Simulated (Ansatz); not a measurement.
CH₃ClFNOSi. Charge 0, multiplicity 1. The bonds changed during the relaxation, so this is another structure than the one it started from.

```xyz
9

N    -0.9599   -0.9663    0.6343
C    -0.6567   -0.0659   -0.2445
O     1.4879   -0.2208   -1.4891
Si    1.0505    0.7103   -0.3490
F     1.6096    0.5098    1.1412
Cl    0.9038    2.7350   -0.5718
H    -1.7323   -1.6087    0.5256
H    -0.3602   -1.1023    1.4385
H    -1.3427    0.0090   -1.0854
```

Q: Give the diagnostics of a CCSD(T)/def2-TZVPP run (frozen core, Ansatz). (Estimate.)

A: Computed: T1 = 0.0187, largest single amplitude 0.062, largest double 0.059, (T) share of the correlation energy 4.0 %, 12 CCSD cycles. The RHF solution is stable towards an unrestricted one. T1 lies under the customary mark of 0.02 for closed shells.
